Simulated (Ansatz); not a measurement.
Cost and result up the ladder for Si(CCH)2H2 (C4H4Si) (9 atoms). Charge 0, multiplicity 1. Geometry: PBE0-D4/def2-SVP.

```csv
atom,x (Å),y (Å),z (Å)
Si1,-0.478,0.107,0.819
C2,0.832,1.235,0.210
C3,1.701,1.988,-0.187
H4,2.469,2.654,-0.539
C5,-0.733,-1.257,-0.379
C6,-0.909,-2.165,-1.168
H7,-1.063,-2.969,-1.867
H8,-1.749,0.868,0.977
H9,-0.068,-0.461,2.133
```

Ansatz; hardware A = 2 threads of AMD EPYC 7R13 on a shared host; B = 2 threads of AMD EPYC 7R13 on a shared host and a share (18 GiB) of an NVIDIA H100 80GB HBM3. Times are rough, and most runs start from the orbitals of an earlier one. ωB97X-V/def2-TZVP serves as the yardstick here, not as an exact answer. Differences are given only for rows in sets of like size (and for xTB, whose basis is part of the method), since another set adds its own error. Binding counts from free atoms at the same level (Si triplet, C triplet, H doublet; other spins of the atoms weren't run), without zero-point energy or a counterpoise term.

B3LYP takes the VWN-RPA correlation. HSE06 is defined as in plane-wave codes, on full-range PBE exchange. Correlated methods freeze 9 core orbitals.

Correlated methods converge slowly with the basis.

```tsv
level	functions	binding energy per atom (eV)	difference from ωB97X-V/def2-TZVP (eV)
PBE-D4/def2-SVP [A]	94	4.56	–
CCSD(T)/def2-TZVPP [B]	222	4.32	-0.10
PBE0-D4/def2-SVP [A]	94	4.46	–
r2SCAN-D4/def2-TZVP [A]	185	4.44	0.02
HSE06-D4/def2-TZVP [A]	185	4.45	0.03
PBE-D4/def2-TZVP [A]	185	4.55	0.13
BHLYP-D4/def2-TZVP [A]	185	4.28	-0.14
PBE0-D4/def2-TZVP (with forces) [A]	185	4.45	0.03
ωB97X-V/def2-TZVP [A]	185	4.42	0.00
MP2/def2-TZVP [A]	185	4.41	-0.01
HF/6-31G [A]	57	2.93	–
B3LYP-D4/6-31G [A]	57	4.21	–
HF/def2-TZVP [A]	185	3.24	-1.18
r2SCAN0-D4/def2-TZVP [A]	185	4.35	-0.07
```

Question: Estimate how long each takes.

Answer: HF/6-31G [A] 0.3 s; PBE-D4/def2-SVP [A] 0.7 s; B3LYP-D4/6-31G [A] 0.75 s; PBE0-D4/def2-SVP [A] 0.8 s; HF/def2-TZVP [A] 1.1 s; PBE-D4/def2-TZVP [A] 1.5 s; MP2/def2-TZVP [A] 2 s; BHLYP-D4/def2-TZVP [A] 2.2 s; HSE06-D4/def2-TZVP [A] 2.3 s; r2SCAN-D4/def2-TZVP [A] 2.7 s; PBE0-D4/def2-TZVP (with forces) [A] 3.1 s; r2SCAN0-D4/def2-TZVP [A] 3.1 s; CCSD(T)/def2-TZVPP [B] 3.7 s; ωB97X-V/def2-TZVP [A] 5.5 s. On shared hardware such times vary by a factor of up to 3.
